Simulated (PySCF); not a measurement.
Excitation energy of Ca by level of theory

Ca [Ar] 4s2 (1S) → Ca [Ar] 4s1 5s1 (3S), as a difference of total energies. All numbers are calculated (PySCF 2.14, the spin-free X2C one-electron Hamiltonian (Gaussian nucleus), in aug-cc-pVQZ-X2C (8s7p5d3f2g, 93 functions)). Correlated levels: valence: [Ar] frozen. The calculations carry no spin-orbit coupling.

```json
{"method": "UHF", "excitation energy (eV)": "3.093"}
{"method": "LDA", "excitation energy (eV)": "3.916"}
{"method": "PBE", "excitation energy (eV)": "3.775"}
{"method": "PBE0", "excitation energy (eV)": "3.731"}
{"method": "r2SCAN", "excitation energy (eV)": "3.637"}
{"method": "B2PLYP", "excitation energy (eV)": "3.848"}
{"method": "wB97X-V", "excitation energy (eV)": "3.863"}
{"method": "M06-2X", "excitation energy (eV)": "4.010"}
{"method": "MP2 (valence)", "excitation energy (eV)": "3.599"}
{"method": "SCS-MP2 (valence)", "excitation energy (eV)": "3.748"}
```

How much does correlation contribute at MP2 (valence)?

3.599 − (3.093) = 0.506 eV, measured against UHF.

Errors of the correlated levels include the incompleteness of this basis and the frozen core.

For comparison: 3.910 eV (measured; NIST levels).
